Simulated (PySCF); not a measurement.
# Structure from 2D NMR

Compound of formula C3H11NOSi4. Correlations simulated from computed shifts and the bond graph:

HSQC (one-bond C–H):
```tsv
δH	δC
4.11	55.5
1.68	8.6
```

COSY cross peaks (H two or three bonds apart, from the bond graph; peaks can be absent where the dihedral angle is near 90°):
```tsv
δH	δH
4.35	3.98
4.35	3.95
4.35	3.88
3.98	3.95
3.98	3.88
3.95	3.88
```

HMBC (two and three bonds, from the bond graph):
```tsv
δH	δC
4.35	8.6
3.98	8.6
1.68	124.0
```

Carbons without hydrogens: δ 124.0.

Theory: σ from GIAO-PBE0/pcSseg-1, coordinates at the GFN2-xTB level, in PySCF 2.14.0 with density-fitted response routines (one computed conformer, isolated molecule, one averaged value for each set of equivalent atoms, non-relativistic).

δ = σ(ref) − σ, references computed at the same level: TMS for ¹H (σ = 31.72 ppm), ¹³C (σ = 186.93 ppm).

Exchangeable hydrogens are left out of these lists.

Question: Assemble the structure.

Answer: `CO[Si]1(CC#N)[SiH2][SiH2][SiH2]1`.

Atoms are numbered as in `[CH3:1][O:2][Si:3]1([CH2:4][C:5]#[N:6])[SiH2:7][SiH2:8][SiH2:9]1`; H(Xn) means a hydrogen on atom n.

δC 124.0 is C5, a nitrile carbon. δC 55.5 is C1, a methyl carbon bonded to O (δH 4.11). δC 8.6 is C4, an sp3 CH2 bonded to Si, α to a nitrile (δH 1.68). HMBC from δH 1.68 reaches the proton-free carbon C5. COSY links 4.35–3.98, 4.35–3.95, 4.35–3.88, 3.98–3.95, 3.98–3.88, 3.95–3.88.

The data come from this structure; uniqueness wasn't tested.

Shifts are as computed. Against solution values, carbons near 30 ppm lie about +3 ppm off and those near 130 ppm about +5 ppm. Of 1309 compounds with measured shifts, 239 miss one by over three times the rms of a fit or turn the order of signals round; such compounds aren't used in these exercises.
